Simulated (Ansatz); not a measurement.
Relaxation of AlClFHSe (5 atoms, charge 0, multiplicity 1), to a largest force component of 0.02 eV/Å in at most 50 steps.

The calculation used RKS r2SCAN-D4/def2-SVP (Ansatz 0.2.0).

```xyz
5
Properties=species:S:1:pos:R:3:forces:R:3
F -0.982 -1.031 1.707 1.82 1.19 -1.83
Al 0.167 -0.280 0.555 2.45 -2.11 1.54
Cl 2.130 -1.208 0.315 -1.38 0.48 0.27
Se -0.326 1.677 -0.739 -0.68 -2.63 1.95
H -1.120 0.475 0.174 -2.20 3.07 -1.92
```

Where does it end, and by what steps?

It converged. After 10 steps the energy has fallen by 2.046 eV; H5 moved furthest, 0.97 Å. Parted: Al2–H5 (1.54 → 2.73 Å).

| step | energy less start (eV) | largest force component (eV/Å) | accepted |
| --- | --- | --- | --- |
| 0 | 0.0000 | 3.074 | yes |
| 1 | -1.1671 | 1.890 | yes |
| 2 | -1.6598 | 0.799 | yes |
| 3 | -1.8663 | 0.514 | yes |
| 4 | -1.9725 | 0.354 | yes |
| 5 | -2.0193 | 0.477 | yes |
| 6 | -2.0093 | 0.804 | no |
| 7 | -2.0420 | 0.173 | yes |
| 8 | -2.0454 | 0.041 | yes |
| 9 | -2.0452 | 0.110 | no |
| 10 | -2.0456 | 0.012 | yes |

```xyz
5
Properties=species:S:1:pos:R:3
F -0.705 -1.203 1.669
Al 0.341 -0.480 0.603
Cl 2.288 -1.208 0.433
Se -0.360 1.296 -0.656
H -1.695 1.229 -0.035
```

Whether the end is a true minimum wasn't checked by a vibrational analysis.

Run time: 21 s on 2 threads of AMD EPYC 9R14 (Zen 4), with other jobs on the host, peak memory 0.18 GiB.
